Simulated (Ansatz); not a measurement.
Computed with Ansatz on PBE0-D4/def2-TZVP structures; ΔE is electronic, products minus reactants. CCSD(T)/CBS is the MP2 limit (def2-TZVPP, def2-QZVPP) plus CCSD(T) − MP2 in def2-TZVPP, frozen cores. This one scheme is used for every species. DFT in def2-TZVPP. Each species was taken in one conformer, which may not be the lowest.

Consider the cleavage of the B–Si bond: `N[SiH2]B(F)F` + `N=C=O` → `O=C=NB(F)F` + `N[SiH3]`.

`N[SiH2]B(F)F`:

```xyz
9

N    -1.434   -0.334    0.752
Si   -0.095    0.626    0.255
B     1.325   -0.299   -0.887
F     2.399    0.345   -1.316
F     1.238   -1.569   -1.246
H    -1.296   -1.057    1.440
H    -2.114   -0.627    0.068
H    -0.612    1.775   -0.537
H     0.589    1.139    1.473
```

`N=C=O`:

```xyz
4

N    -0.316    0.520    0.464
C    -0.071   -0.340   -0.348
O     0.026   -1.169   -1.154
H     0.362    0.988    1.038
```

`O=C=NB(F)F`:

```xyz
6

O     0.389   -2.397    0.915
C     0.173   -1.413    0.346
N    -0.071   -0.444   -0.325
B    -0.140    0.969   -0.311
F    -0.488    1.617   -1.399
F     0.136    1.668    0.773
```

`N[SiH3]`:

```xyz
7

N    -0.542    0.428    0.813
Si    0.297   -0.177   -0.561
H    -0.021    0.820    1.581
H    -1.362   -0.052    1.148
H     1.273    0.856   -0.993
H     1.057   -1.447   -0.356
H    -0.702   -0.429   -1.632
```

| level | ΔE (eV) |
| --- | --- |
| BHLYP-D4 | -1.37 |
| BHLYP | -1.38 |
| CCSD/def2-SVP | -1.51 |
| MP2/def2-TZVPP | -1.34 |

(1) What does CCSD(T)/CBS give? (An estimate is asked.)

Largest T1 diagnostic among the species: 0.018.

Answers

(1) The calculation gave: -1.24 eV. The listed levels differ from it by -0.13, -0.14, -0.27, -0.10 eV.

From PBE to PBE0 (25 % exact exchange), in def2-TZVPP and without D4, ΔE moves by −0.09 eV. In def2-TZVPP, CCSD(T) changes the Hartree–Fock value by +0.23 eV (the triples alone add +0.03 eV) and MP2 by +0.16 eV.
